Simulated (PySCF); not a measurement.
# Identify the compound

An unknown has the formula C8H7FO2. Its calculated NMR data are:

¹H NMR (400 MHz, computed): δ 8.34 (dd, J = 9.8, 5.1 Hz, 2H), 7.18 (dd, J = 9.8, 8.7 Hz, 2H), 3.86 (s, 3H).

¹³C{¹H} NMR (computed): δ 173.7 (C, d, J = 323.6 Hz), 169.0 (C), 138.9 (CH, d, J = 7.0 Hz), 129.1 (C), 120.0 (CH, d, J = 19.5 Hz), 52.4 (CH3).

[PySCF 2.14: shieldings: GIAO PBE0/pcSseg-1; geometry from PBE0-D3(BJ)/def2-SVP; J couplings at B3LYP/pcJ-1 (spin–dipole term only in couplings to heteroatoms); no relativistic terms; gas phase; equivalent nuclei averaged; single conformer]

Scale: TMS for ¹H (31.27 ppm), ¹³C (184.41 ppm) (reference shieldings calculated alike).

Problem. Choose the structure that fits.
A. O=C(O)Cc1ccc(F)cc1
B. O=C(O)Cc1cccc(F)c1
C. O=C(O)Cc1ccccc1F
D. COC(=O)c1ccc(F)cc1

Solution. D. 

The formula gives 5 degrees of unsaturation (1 ring in the answer). 6 carbon signals for 8 carbons: some carbons are equivalent by symmetry or fast rotation. Carbon types of the structure: 3 × C, 4 × CH, 1 × CH3, which accounts for all hydrogens. δC 173.7: aromatic carbon bearing fluorine; σ withdrawal by the attached heteroatom moves it downfield of the ring CH carbons. δC 169.0: ester carbonyl carbon; it is a carbonyl in resonance with an O or N lone pair, the region of acids, esters and amides. δC 138.9, 120.0: aromatic CH. δC 129.1: substituted aromatic carbon. δH 8.34, 7.18: hydrogen on an aromatic CH. The protons at 8.34 and 7.18 share a coupling of 9.8 Hz (vicinal, an ortho-type coupling).

The others: O=C(O)Cc1ccccc1F would give 8 carbon signals, not 6; O=C(O)Cc1ccc(F)cc1 has carbons computed at 175.4, 169.8, 137.7, 133.7, 120.6, 39.4, with a different DEPT pattern; O=C(O)Cc1cccc(F)c1 would give 8 carbon signals, not 6.

C–F couplings over four or more bonds (about 3 Hz to the para carbon of a fluoroarene) are left out. Common functionals overestimate the size of one-bond C–F couplings by tens of Hz; these are unscaled. Splittings below 1 Hz are ignored in the labels, and close J values are merged. Couplings among chemically equivalent protons are left out too, so labels in AA′BB′ or AA′XX′ sets are apparent multiplicities. Unscaled 3J(H,H) at this level run about 10 % above measured values. Shifts are as computed. Against solution values, carbons near 30 ppm lie about +2 ppm off and those near 130 ppm about +5 ppm (rms about the fit 1.9 ppm; single classes can miss by 10 ppm). Of 1328 compounds with measured shifts, 309 miss one by over three times the rms of a fit or turn the order of signals round; such compounds aren't used in these exercises. Signals without a measured value on file couldn't be tested in this way; 1H shifts scatter by 0.2 ppm about their fit, and single ones miss by 0.5 ppm.
